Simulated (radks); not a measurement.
Values are calculated unless marked as measured or tabulated.
Question: The krypton ion Kr5+ is in [Ar] 3d10 4s2 4p1. Level of theory: non-relativistic Kohn-Sham, PBE, spin-polarised, spherical densities, point nucleus (a radial shooting solver on a logarithmic mesh with Libxc functionals). Open shells are filled with parallel spins first. One electron is removed from 4p, 3d, 4s, 3p in turn, with full relaxation. Which removal costs least, and what does each cost?

Answer: 4p 77.435 eV; 4s 92.172 eV; 3d 172.98 eV; 3p 282.88 eV. The 4p electron leaves first.
